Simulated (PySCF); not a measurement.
**Where the electron goes**

Compound: Sn(CCH)4, C₈H₄Sn.
Cartesian coordinates in Å at the PBE0-D3(BJ)/def2-SVP level; atoms count from 1:
```xyz
13
C8H4Sn angstrom
Sn    -0.009   -0.003    0.000
C      0.000   -0.015    2.077
C      0.015   -0.023    3.292
H      0.025   -0.031    4.368
C      1.949   -0.009   -0.694
C      3.096   -0.014   -1.096
H      4.112   -0.020   -1.450
C     -0.979    1.704   -0.677
C     -1.541    2.707   -1.071
H     -2.039    3.596   -1.419
C     -0.990   -1.692   -0.705
C     -1.556   -2.685   -1.119
H     -2.052   -3.567   -1.484
```

Method used: TDDFT wB97X-D/def2-SVPD, vertical, gas phase, core orbitals frozen in the response, def2 core potentials past Kr in PySCF 2.14.0, density-fitted response routines. Spin–orbit coupling is left out.

Kohn–Sham orbitals with the atoms that hold most of them (Löwdin shares over 4%, at most four atoms):

| orbital | ε (eV) | atoms |
| --- | --- | --- |
| HOMO-3 | -10.41 | C8 16%, C9 16%, C11 14%, C12 14% |
| HOMO-2 | -10.21 | C11 17%, C12 17%, C8 16%, C9 16% |
| HOMO-1 | -10.21 | C5 18%, C6 18%, C11 14%, C12 13% |
| HOMO | -10.21 | C5 19%, C2 18%, C6 18%, C3 18% |
| LUMO | 1.09 | Sn1 21%, C5 12%, C6 11%, C2 11% |
| LUMO+1 | 1.09 | Sn1 21%, C11 13%, C12 12%, C2 12% |
| LUMO+2 | 1.09 | Sn1 21%, C5 12%, C8 12%, C6 12% |

Within 0.005 eV of a neighbour in this list lie HOMO-2/HOMO-1/HOMO and LUMO/LUMO+1/LUMO+2.

**Question.** How does S1 compare with the orbital gap of 11.29 eV?

**Answer.** S1 is at 6.07 eV (f = 0.0000), 5.23 eV below the gap, made of HOMO-2/HOMO-1/HOMO→LUMO/LUMO+1/LUMO+2 (≥55%). Without the coupling terms of the response equations the lowest excitation would equal the gap.

Next come S2 at 6.14 eV (f 0.0000), HOMO-2/HOMO-1/HOMO→LUMO/LUMO+1/LUMO+2 (≥9%); S3 at 6.14 eV (f 0.0000), no configuration over 8%; S4 at 6.14 eV (f 0.0000), HOMO-4→LUMO/LUMO+1/LUMO+2 (≥10%), HOMO-7→LUMO/LUMO+1/LUMO+2 (≥10%); S5 at 6.32 eV (f 0.0000), HOMO-2/HOMO-1/HOMO→LUMO/LUMO+1/LUMO+2 (≥23%), HOMO-7→LUMO/LUMO+1/LUMO+2 (≥10%).

Orbitals of the list HOMO-3 to LUMO+2 that lie within 0.01 eV of each other are written together with a slash and their weights summed (≥ marks a lower bound); for degenerate orbitals outside that list single weights are arbitrary.

Löwdin shares depend on the basis, the more so with diffuse functions.
